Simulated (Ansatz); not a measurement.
This Ansatz (a program for electronic structure) input (MP2/cc-pwCVQZ) gives -748.75160 Eh with 218 basis functions. A basis named .json is the Basis Set Exchange file of that set (core-valence sets with the plain set on hydrogen).

Ansatz 0.2 input:
```yaml
crystal:
  periodic: [false, false, false]
  atoms:
    - {symbol: Si, position_ang: [-0.00000000, -0.00000000, -1.14275119]}
    - {symbol: Cl, position_ang: [0.00000000, 0.00000000, 0.94108922]}
basis:
  gaussian:
    orbitals: cc-pwCVQZ.json
magnetization: {spin_polarized: true, initial_magnetization: 1}
correlation: {method: mp2, electrons: outside_noble_gas}
```

Change:
```diff
- correlation: {method: mp2, electrons: outside_noble_gas}
+ correlation: {method: mp2, frozen_orbitals: {Cl: 1, Si: 1}}
```

Q: What does the run give now?

A: -749.37827 Eh (MP2/cc-pwCVQZ, 218 functions), a change of -626.67 mEh.
